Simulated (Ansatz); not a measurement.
Consider the substitution at a C–B bond: `CB[SiH2]OC` + `NC(N)S` → `CSC(N)N` + `B[SiH2]OC`.

Isolated molecules relaxed with PBE0-D4/def2-TZVP in Ansatz; ΔE leaves out vibrations. CCSD(T)/CBS adds triple-zeta CCSD(T) − MP2 to the extrapolated MP2 energy (def2 sets, frozen cores). DFT in def2-TZVPP. B3LYP here is the variant with VWN-RPA as its local correlation; programs differ in this. One conformer a species, not always the lowest.

`CB[SiH2]OC`:

Cartesian coordinates in Å:
```
C -1.190 0.768 1.480
B -1.535 -0.255 0.364
Si -0.402 -0.633 -1.258
O 0.973 0.280 -1.387
C 2.059 0.098 -0.514
H -0.717 0.150 2.264
H -2.061 1.221 1.961
H -0.465 1.538 1.212
H -2.536 -0.912 0.482
H -1.186 -0.341 -2.490
H -0.033 -2.086 -1.275
H 2.487 -0.907 -0.607
H 2.832 0.826 -0.768
H 1.774 0.254 0.535
```

`NC(N)S`:

Cartesian coordinates in Å:
```
N -0.684 -0.264 0.945
C -0.103 -0.168 -0.365
N 1.183 -0.794 -0.485
S 0.194 1.550 -0.990
H -1.653 0.028 0.951
H -0.176 0.308 1.610
H -0.789 -0.651 -1.064
H 1.863 -0.320 0.097
H 1.118 -1.757 -0.175
H -0.953 2.068 -0.523
```

`CSC(N)N`:

Cartesian coordinates in Å:
```
C -0.319 1.990 -0.024
S 1.032 0.807 -0.091
C 0.131 -0.769 0.346
N -0.904 -1.136 -0.568
N 1.089 -1.830 0.463
H -0.811 1.969 0.951
H -1.053 1.813 -0.813
H 0.108 2.983 -0.170
H -0.323 -0.590 1.325
H -1.700 -0.520 -0.486
H -0.574 -1.090 -1.525
H 1.871 -1.542 1.038
H 1.452 -2.086 -0.447
```

`B[SiH2]OC`:

Z-matrix (Å, degrees):
```
Si
O 1 1.649
B 1 1.999 2 111.2
H 1 1.498 2 110.0 3 121.8
H 1 1.498 2 109.9 3 -121.9
C 2 1.407 1 122.1 3 179.9
H 3 1.195 1 123.5 2 0.3
H 3 1.197 1 118.8 2 -179.8
H 6 1.097 2 111.5 1 61.2
H 6 1.097 2 111.5 1 -60.2
H 6 1.091 2 108.4 1 -179.5
```

```tsv
level	ΔE (kJ/mol)	difference from CCSD(T)/CBS
BLYP-D4	56.7	0.3
B97M-V	62.5	6.1
CAM-B3LYP-D4	60.4	4.0
ωB97X-V	57.0	0.6
B3LYP	58.2	1.8
CAM-B3LYP	60.2	3.8
RPA@PBE/def2-TZVPP	55.1	-1.3
CCSD(T)/def2-SVP	67.7	11.3
CCSD(T)/def2-TZVPP	58.0	1.6
HF/def2-QZVPP	52.1	-4.3
CCSD(T)/CBS	56.4	0
```

Largest T1 diagnostic among the species: 0.011.

At CCSD(T), def2-SVP lies +11.3 kJ/mol from the extrapolated value and def2-TZVPP +1.6 kJ/mol. In def2-TZVPP, CCSD(T) changes the Hartree–Fock value by +5.5 kJ/mol (the triples alone add −0.6 kJ/mol) and MP2 by +4.3 kJ/mol.

CCSD(T)/CBS has its own doubt, a few kJ/mol and more with outer-core shells, so smaller differences from it don't rank the levels.
